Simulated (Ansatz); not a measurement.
Ansatz (a first-principles code) input (wB97X-V/def2-TZVPD):

Ansatz 0.2 input:
```yaml
crystal:
  periodic: [false, false, false]
  atoms:
    - {symbol: Bi, position_ang: [-0.79143711, 0.00000000, -0.00000000]}
    - {symbol: Br, position_ang: [0.93841828, 0.00000000, 2.12710333]}
    - {symbol: Br, position_ang: [0.93841828, 0.00000000, -2.12710333]}
basis:
  gaussian:
    orbitals: def2-TZVPD
hamiltonian:
  xc: {name: wB97X-V}
total_charge: -1
output: {forces: true}
```

Output:

```
Functional definition: wB97X-V
integrals: 0.16 GiB planned
1337 factors; their error is unknown
integrals: 0.19 GiB planned
286 factors; integrals over basis functions are off by at most 7.3e-5 eV
mean field: 1.43 GiB planned
mean field evaluation 1: about -145922.7408 eV, gradient 2.1e1 eV
mean field evaluation 2: about -145923.1068 eV, gradient 1.7e1 eV
mean field evaluation 4: about -145923.4709 eV, gradient 6.6e-1 eV
mean field evaluation 8: about -145923.9611 eV, gradient 3.7e-1 eV
mean field evaluation 16: about -145923.9612 eV, gradient 2.4e-5 eV
mean field -145923.96115325 eV, -5362.6066615687 hartree, gradient 2.2e-5 eV, S^2 0.000000; 0 other end points of the search recorded, 0 dependent functions left out
the calculation of the forces begins
reference -145923.96115070 eV, -5362.6066614748 hartree; 47, 47 occupied and 123, 123 virtual orbitals, 1337 factors
Total energy: -145923.96115070 eV, -5362.6066614748 hartree
Atom 0 at    -0.791437     0.000000    -0.000000 Å, force     0.372176     0.000000     0.000000 eV/Å
Atom 1 at     0.938418     0.000000     2.127103 Å, force    -0.186088    -0.000000    -0.263048 eV/Å
Atom 2 at     0.938418     0.000000    -2.127103 Å, force    -0.186088     0.000000     0.263048 eV/Å
Dipole moment:    -0.704354    -0.000000     0.000000 e Å
```
